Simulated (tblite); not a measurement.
Compound: C5H10Si.
SMILES: `C1([SiH2]C1)=C(C)C`

Method: GFN2-xTB as coded in tblite; computed harmonic values from a numerical Hessian at the method's own geometry, unscaled. This tight-binding method is rough: wavenumbers can miss measured ones by several per cent, in bad cases by 10 to 20. Modes of hydrogen on silicon can be 10 to 20 % off.

Harmonic wavenumbers (cm⁻¹): 97.1, 116.9, 147.1, 150.2, 209.4, 314.0, 398.9, 443.2, 458.2, 464.3, 554.2, 585.9, 703.7, 729.1, 771.2, 902.4, 944.0, 968.0, 996.3, 997.4, 1033.3, 1067.2, 1170.5, 1226.8, 1390.1, 1400.8, 1427.2, 1477.1, 1479.5, 1486.8, 1487.6, 1783.5, 2327.9, 2333.7, 2991.7, 2994.7, 3004.7, 3010.8, 3023.6, 3024.1, 3042.4, 3052.8.

A = 5210, B = 1813, C = 1403 MHz; mass 98.055 u (most abundant isotopes); point group Cs, symmetry number 1.

Question: What is the zero-point energy?

Answer: ½Σν̃ = 28094 cm⁻¹ = 336.08 kJ/mol.

Question: Entropy at 350 K, 1 bar (ideal gas, RRHO, classical rotation)?

Answer: Translation 169.38, rotation 117.42, vibration 107.91: S = 394.7 J/(mol K).

Question: And Cp and H(350 K) − H(0)?

Answer: Cp = 155.31 J/(mol K), of which vibrations give 122.06 (their classical limit is 42 R = 349.2); H(350 K) − H(0) = 32.70 kJ/mol without the zero-point energy, 21.06 from vibrations.

Question: Blend soft modes into free rotors: weight 1/[1 + (100 cm⁻¹/ν̃)⁴] for the oscillator and the rest for a rotor with moment μB/(μ + B), μ = h/(8π²ν), B = 10⁻⁴⁴ kg m². What vibrational entropy results?

Answer: 104.79 J/(mol K) in place of 107.91, which changes −T·S at 350 K by +1.09 kJ/mol.

Question: What must be added to the electronic energy to get the Gibbs energy at 350 K and 1 bar?

Answer: ZPE + [H(350 K) − H(0)] − T·S = 336.08 + 32.70 − 138.15 = 230.63 kJ/mol.

Question: Which modes carry the vibrational entropy at 350 K?

Answer: 97.1 cm⁻¹: 16.01; 116.9 cm⁻¹: 14.49; 147.1 cm⁻¹: 12.62; 150.2 cm⁻¹: 12.45; 209.4 cm⁻¹: 9.81; 314.0 cm⁻¹: 6.75 J/(mol K); the other 36 give 35.79 together.

Question: How do the functions run with temperature in this model?

Answer: 
```csv
T (K),S (J/(mol K)),Cp (J/(mol K)),H − H(0) (kJ/mol),G − H(0) (kJ/mol),ln q(vib)
100,265.8,67.3,4.72,-21.86,0.81
200,323.5,103.3,13.25,-51.45,2.68
300,372.1,138.6,25.35,-86.27,4.71
500,457.7,198.7,59.39,-169.46,8.84
800,565.2,258.6,128.72,-323.46,14.83
1000,626.0,285.6,183.26,-442.70,18.55
```

q(vib) and H(0) count from the zero-point level.

Hindered rotation and anharmonicity are outside this model.

Time: 0.74 s wall. Hardware: one thread of an Arm Neoverse N1, shared host. This covers the Hessian and the dipole derivatives.
